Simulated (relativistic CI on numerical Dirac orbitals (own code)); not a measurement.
# Au²⁺: 5p photoemission

Computed with this model: Dirac-Coulomb-Breit CI, KLI orbitals optimised for each configuration, model QED, valence Slater integrals scaled by 0.7, multiplet model of photoemission in the sudden approximation; configurations [Xe] 4f14 5d9 → [Kr] 4d10 4f14 5s2 5p5 5d9; 300 K; Lorentzian 1.5 eV and Gaussian 0.6 eV FWHM. Energies are those of the free ion, without screening or charge transfer. The energies are binding energies and can lie tens of eV above those of solids. S is read from ⟨S²⟩ = S(S + 1).

Field parameters in Wybourne normalisation: D3d B²₀ = −7Dσ, B⁴₀ = −14Dq − 21Dτ, B⁴₃ = −14√(10/7) Dq; Oh B⁴₀ = 21Dq, B⁴₄ = √(5/14) B⁴₀; Td as Oh with Dq negative (B⁴₀ = 21Dq, B⁴₄ = √(5/14) B⁴₀). The field is a parameter set, without covalency.

free ion: ground-state S = 0.50, centroid 93.83 eV. Peaks (eV, height): 86.2 (100), 91.4 (52), 106.0 (77).

Td, 10Dq = -6750 cm⁻¹: ground-state S = 0.50, centroid 93.83 eV. Peaks (eV, height): 86.4 (100), 90.4 (40), 91.4 (43), 105.6 (69).

Oh, 10Dq = 33050 cm⁻¹: ground-state S = 0.50, centroid 93.88 eV. Peaks (eV, height): 87.0 (100), 90.8 (38), 104.8 (50), 106.2 (39).

D3d, 10Dq = 23250, Dσ = 20, Dτ = -310 cm⁻¹: ground-state S = 0.50, centroid 93.86 eV. Peaks (eV, height): 86.8 (100), 90.8 (41), 104.8 (52), 106.2 (43).

Oh, 10Dq = 13900 cm⁻¹: ground-state S = 0.50, centroid 93.85 eV. Peaks (eV, height): 86.6 (100), 90.6 (44), 104.8 (52), 106.2 (52).

Strongest unbroadened transitions for Oh, 10Dq = 13900 cm⁻¹:

```
Energy (eV)  Relative strength
      86.23               33.1
      86.36               91.8
      86.48               57.3
      86.80               68.7
      87.24               82.6
      88.16               30.5
      89.03               31.4
      89.67                6.4
      90.42                7.0
      90.54               64.8
      91.28               42.7
      92.33               21.0
     104.58               57.9
     104.77               72.4
     106.23               10.6
     106.25              100.0
     106.32               12.6
     107.24               16.5
```
